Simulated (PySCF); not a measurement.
Frontier orbitals and the lowest excitations

C₈H₁₁P.
Atom-mapped SMILES: `[CH3:1][CH2:2][c:3]1[cH:4][p:5][cH:6][cH:7][c:8]1[CH3:9]` (hydrogens: H10, H11, H12 on C1; H13, H14 on C2; H15 on C4; H16 on C6; H17 on C7; H18, H19, H20 on C9)

Geometry (PBE0-D3(BJ)/def2-SVP, Å), atoms numbered from 1 in this order:
```xyz
20
C8H11P angstrom
C     -2.2148    0.3457   -0.7350
C     -1.2117    0.7506    0.3432
C      0.0387   -0.0973    0.3169
C      0.0595   -1.2571    1.0945
P      1.3194   -2.4431    1.2039
C      2.4586   -1.7397    0.1035
C      2.2676   -0.5506   -0.5890
C      1.1251    0.2579   -0.5136
C      1.0864    1.5229   -1.3251
H     -1.7864    0.4418   -1.7446
H     -3.1197    0.9707   -0.6915
H     -2.5192   -0.7046   -0.6088
H     -1.6858    0.6510    1.3323
H     -0.9565    1.8157    0.2324
H     -0.8258   -1.4481    1.7130
H      3.4021   -2.2741   -0.0503
H      3.0713   -0.2091   -1.2510
H      2.0006    1.6337   -1.9237
H      0.2295    1.5452   -2.0163
H      0.9990    2.4141   -0.6822
```

Theory: PySCF, TDDFT PBE0/def2-SVPD, vertical, gas phase, core orbitals frozen in the response.

Kohn–Sham orbitals with the atoms that hold most of them (Löwdin shares over 4%, at most four atoms; ? is withheld):

| orbital | ε (eV) | atoms |
| --- | --- | --- |
| LUMO+2 | 0.62 | C9 16%, C1 12%, C2 7%, H19 7% |
| LUMO+1 | -0.72 | C3 18%, C7 18%, C4 17%, C6 17% |
| LUMO | ? | P5 35%, C8 17%, C6 15%, C4 14% |
| HOMO | -6.75 | ? |
| HOMO-1 | -7.44 | ? |
| HOMO-2 | -7.55 | P5 62%, C4 12%, C6 11%, C7 4% |
| HOMO-3 | -8.99 | C6 14%, C4 14%, P5 13%, C3 9% |

(1) Give the leading atoms of the HOMO.

(2) Give the leading atoms of the HOMO-1.

(3) What is the LUMO energy, and the HOMO–LUMO gap?

Answers

(1) P5 (bonded to 2 C) 28%; C8 (bonded to 3 C) 19%; C6 (bonded to C, P and H) 15%; C4 (bonded to C, P and H) 10%. By element: carbon 44% or more, phosphorus 28%.

(2) C4 (bonded to C, P and H) 25%; C7 (bonded to 2 C and H) 18%; C3 (bonded to 3 C) 17%; C6 (bonded to C, P and H) 17%.

(3) ε(LUMO) = -1.26 eV; the gap is 5.49 eV (0.2018 hartree).

Question: The HOMO–LUMO gap is 5.49 eV. Where does the response calculation put the lowest singlet, and from which orbitals?

Answer: S1 is at 4.71 eV (f = 0.0046), 0.79 eV below the gap, made of HOMO→LUMO+1 (54%), HOMO-1→LUMO (43%). Its leading pair isn't HOMO and LUMO; the energies of that pair differ by 6.04 eV. 

Question: Give energy, strength and leading configuration of S2, S3, S4 and S7, and follow the Löwdin shares of the leading atoms from the occupied to the empty orbital.

Answer: 
- S2 (5.03 eV, f 0.039), HOMO-2→LUMO (81%): P5 62% → 35%, C4 12% → 14%, C8 at most 5% → 17%
- S3 (5.05 eV, f 0.129), HOMO→LUMO (71%): P5 28% → 35%, C8 19% → 17%
- S4 (5.39 eV, f 0.0000), HOMO-2→LUMO+1 (99%): P5 62% → at most 17%, C4 12% → 17%, C3 at most 5% → 18%, C7 4% → 18%
- S7 (6.37 eV, f 0.513), HOMO-1→LUMO+1 (85%): C4 25% → 17%, C7 18% → 18%, C3 17% → 18%

One conformer stands for the species.
